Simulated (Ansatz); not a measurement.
C2H9FSi2, SMILES `CC([SiH3])[SiH2]F`, relaxed with RKS PBE0-D4/def2-TZVP in the Gaussian-basis code of Ansatz from a PBE-D4/def2-SVP geometry. The force threshold is 0.005 eV/Å; the program also tests the step.

The species carries charge 0 and has multiplicity 1.

Start:

```xyz
14

C    -1.168   -0.445   -0.992
C    -0.398    0.108    0.228
Si    0.653    1.632   -0.216
Si    0.650   -1.214    1.060
F    -0.307   -2.496    1.452
H    -0.472   -0.784   -1.789
H    -1.832    0.322   -1.441
H    -1.799   -1.315   -0.717
H    -1.117    0.461    1.005
H     1.715    1.256   -1.216
H     1.325    2.199    1.006
H    -0.223    2.692   -0.829
H     1.708   -1.720    0.120
H     1.264   -0.695    2.329
```

How much energy does the relaxation release, and in how many steps? (Estimate.)

The calculation gave: 7.05 kJ/mol, in 8 steps.

Which bonds change most? (Best estimate.)

Ansatz gave: Si4–F5 from 1.647 to 1.605 Å; C2–Si4 from 1.881 to 1.857 Å; C2–Si3 from 1.904 to 1.881 Å; Si4–H13 from 1.504 to 1.485 Å.

Give the relaxed structure. (Estimate.)

Ansatz gave: 
```xyz
14

C    -1.143   -0.438   -0.988
C    -0.390    0.106    0.237
Si    0.636    1.616   -0.214
Si    0.638   -1.206    1.056
F    -0.301   -2.448    1.450
H    -0.447   -0.784   -1.758
H    -1.776    0.328   -1.443
H    -1.783   -1.282   -0.723
H    -1.107    0.451    0.995
H     1.665    1.252   -1.226
H     1.321    2.178    0.981
H    -0.249    2.660   -0.799
H     1.673   -1.724    0.126
H     1.263   -0.709    2.306
```
